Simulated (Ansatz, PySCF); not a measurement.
Process, species as SMILES: [F][Ge]([F])([F])[F] [tetrafluorogermane] + 4 [H][H] (H2) -> 4 F (HF) + [GeH4] (GeH4)
Each molecule is optimised on its own at B3LYP-D3(BJ)/def2-TZVP (Ansatz, a quantum-chemistry and plane-wave program). Frequencies are from Ansatz or PySCF.
Geometry of the first species:
```
Ge
F 1 1.7016
F 1 1.7016 2 109.47
F 1 1.7016 2 109.47 3 -120.00
F 1 1.7016 2 109.47 4 -120.00
```

Wanted: energy of full hydrogenation (enthalpy at 298 K, with B3LYP-D3(BJ) rigid-rotor harmonic-oscillator terms), in kcal/mol. Correlated levels leave the core frozen unless marked. Spin-orbit coupling is left out. The frozen core is the preceding noble-gas configuration, with the filled d and f shells of earlier blocks. No relativistic terms. CBS(X,Y): correlation extrapolated as X^-3; Hartree-Fock from the larger set.

```tsv
level	program	energy of full hydrogenation (kcal/mol)
PBE0-D3(BJ)/def2-TZVPD	Ansatz + dftd3	40.0
wB97X-V/def2-TZVPD	Ansatz	49.3
```

Estimate the value at CCSD(T)/CBS(cc-pVTZ,cc-pVQZ) as computed with Ansatz.

57.9 kcal/mol
